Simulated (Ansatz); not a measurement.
Basis-set extrapolation for C$_{2}$H$_{8}$BClSi (`C[SiH2]BCCl`) (PBE0-D4/def2-TZVP geometry, frozen core, Ansatz 0.2.0). Multiplicity 1, RHF reference.

```csv
,def2-TZVPP,def2-QZVPP
HF,-853.550524,-853.576967
MP2 correlation,-0.774749,-0.831919
CCSD(T) correlation,-0.877712,not run
```

Energies in hartree. Use E(X) = E(∞) + A·exp(−7.88·√X) for Hartree–Fock and E(X) = E(∞) + B·X^(−2.97) for correlation, with X = 3 and 4, and add CCSD(T) minus MP2 of the smaller set to the MP2 limit.

Question: What is the CCSD(T) energy at the basis-set limit?

Answer: HF limit: -853.576967 + (-0.026443) × 0.13774 = -853.58061. MP2 limit: -0.831919 + (-0.057170) × 0.74074 = -0.87427. Higher-order term: -0.877712 − (-0.774749) = -0.10296. Total: -854.55784 hartree, 3.53 eV below CCSD(T)/def2-TZVPP.
